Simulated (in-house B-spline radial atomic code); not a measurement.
RPA and G0W0 on LDA VWN5: In²⁺

Configuration [Kr] 4d10 5s1, highest spin, mean-field start LDA VWN5. Computed with a B-spline radial code for spherical atoms: all electrons, scalar-relativistic (spin-free one-electron X2C), finite nucleus, each spin shell either full or empty, empty states to l = 9 with an (l + 1/2)⁻⁴ tail; G0W0 by contour deformation at full frequency.

RPA overbinds a lone outer s electron by self-correlation, and G0W0 tends to as well.

Command:
```bash
python run_gw.py task.json out
```
Settings (radii: box in bohr, nucleus in fm):
```
Z                        49
electrons                47
configuration            [Kr] 4d10 5s1
hamiltonian              x2c
method                   lda,vwn
lmax                     9
rms_radius               4.6156
spin_polarised           True
box_radius               17.55
intervals                69
ion_configuration        [Kr] 4d10
```

Time taken, with all properties: 8.7 s on 1 thread of Arm Neoverse V2 (shared host).

Energies (hartree):

```
                                     term        value
                         mean-field total  -5874.27182
Hartree-Fock functional on these orbitals  -5877.44931
                      direct second order      -4.2684
                    second-order exchange       1.1837
                         SOSEX correction       1.0938
```

Question: What is the RPA correlation energy, and what remains with SOSEX?

Answer: RPA gives -3.7164 hartree (-2.15 eV per electron); RPA + SOSEX gives -2.6226, and the second-order doubles -3.0847 hartree (no singles). RPA lacks exchange-type terms and so overcorrelates at short range.

Quasi-particle levels (eV):

```json
{"level": "5s up", "occupied": "yes", "mean field": "-24.530", "Σx - vxc": "-2.45", "Σc": "?", "QP weight": "?", "G0W0": "?"}
{"level": "4d down", "occupied": "yes", "mean field": "-36.60", "Σx - vxc": "-8.68", "Σc": "1.04", "QP weight": "0.885", "G0W0": "-44.24"}
{"level": "4d up", "occupied": "yes", "mean field": "-36.86", "Σx - vxc": "-8.70", "Σc": "1.06", "QP weight": "0.869", "G0W0": "-44.50"}
{"level": "5s down", "occupied": "no", "mean field": "-23.544", "Σx - vxc": "7.17", "Σc": "-2.86", "QP weight": "0.924", "G0W0": "-19.235"}
```

G0W0 = mean field + (Σx - vxc) + Σc, with Σc (partial-wave tail included) taken at the quasi-particle energy. Only the outer levels were computed. Levels of low weight are left out.

Question: Where does G0W0 put 5s up?

Answer: At -28.846 eV, with Σc = -1.86 eV and a quasi-particle weight of 0.950. The tabulated removal energy is 28.044 eV (NIST, measured); the calculation leaves out spin-orbit coupling, Breit and QED terms, and what these don't explain is the method's own error.

Question: What does it cost to remove one electron (to [Kr] 4d10) by differences of total energies, each species on its own start (correlation terms add to the Hartree-Fock functional)?

Answer: LDA VWN5 28.967 eV, Hartree-Fock functional 26.521 eV, + RPA 28.632 eV, + RPA + SOSEX 27.890 eV, + second order 29.057 eV. Tabulated: 28.044 eV (NIST, measured); the calculation leaves out spin-orbit coupling, Breit and QED terms, and what these don't explain is the method's own error.
